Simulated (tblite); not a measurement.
Species: C₇H₁₃P.
InChI=1S/C7H13P/c1-4-8-5-2-7(1)3-6-8/h7H,1-6H2

All values are computed: GFN2-xTB (tblite) harmonic vibrations without scaling, gas phase. Errors from tens to a few hundred cm⁻¹ against measured bands are possible.

Harmonic wavenumbers (cm⁻¹): 160.9, 212.6, 212.8, 318.7, 319.0, 433.1, 449.0, 449.0, 656.1, 689.7, 714.3, 714.6, 793.9, 793.9, 824.6, 842.8, 921.0, 946.1, 946.1, 1001.2, 1001.2, 1079.4, 1099.6, 1099.9, 1106.4, 1171.1, 1171.2, 1203.5, 1203.6, 1209.1, 1258.1, 1258.2, 1262.2, 1310.2, 1310.3, 1345.6, 1345.8, 1348.1, 1455.9, 1456.2, 1457.7, 1494.3, 1494.6, 1506.7, 2924.7, 2936.8, 2940.7, 2941.0, 2954.5, 2957.4, 2957.9, 2962.5, 2963.5, 2963.7, 2978.5, 2979.9, 2981.2.

A = 2215, B = 1865, C = 1865 MHz; mass 128.075 u (most abundant isotopes); point group C3, symmetry number 3.

What is the zero-point energy?

½Σν̃ = 40745 cm⁻¹ = 116.50 kcal/mol.

What is S at 350 K and 1 bar for an ideal gas of classical rigid rotors and harmonic oscillators?

Translation 41.28, rotation 26.42, vibration 19.49: S = 87.2 cal/(mol K).

And Cp and H(350 K) − H(0)?

Cp = 39.11 cal/(mol K), of which vibrations give 31.16 (their classical limit is 57 R = 113.3); H(350 K) − H(0) = 7.11 kcal/mol without the zero-point energy, 4.33 from vibrations.

How do the functions run with temperature in this model?

```tsv
T (K)	S (cal/(mol K))	Cp (cal/(mol K))	H − H(0) (kcal/mol)	G − H(0) (kcal/mol)	ln q(vib)
100	59.5	12.5	0.93	-5.02	0.23
200	70.8	21.4	2.61	-11.56	1.25
300	81.6	32.9	5.31	-19.18	2.72
500	104.0	55.8	14.28	-37.74	6.49
800	135.6	78.2	34.68	-73.79	13.04
1000	154.1	87.8	51.33	-102.80	17.46
```

q(vib) and H(0) count from the zero-point level.

What must be added to the electronic energy to get the Gibbs energy at 350 K and 1 bar?

ZPE + [H(350 K) − H(0)] − T·S = 116.50 + 7.11 − 30.51 = 93.10 kcal/mol.

Which modes carry the vibrational entropy at 350 K?

160.9 cm⁻¹: 2.84; 212.6 cm⁻¹: 2.32; 212.8 cm⁻¹: 2.32; 318.7 cm⁻¹: 1.59; 319.0 cm⁻¹: 1.59; 433.1 cm⁻¹: 1.08 cal/(mol K); the other 51 give 7.75 together.

Hindered rotation and anharmonicity are outside this model. The structure is chiral; the term R ln 2 for an equal mix with its mirror image is left out.
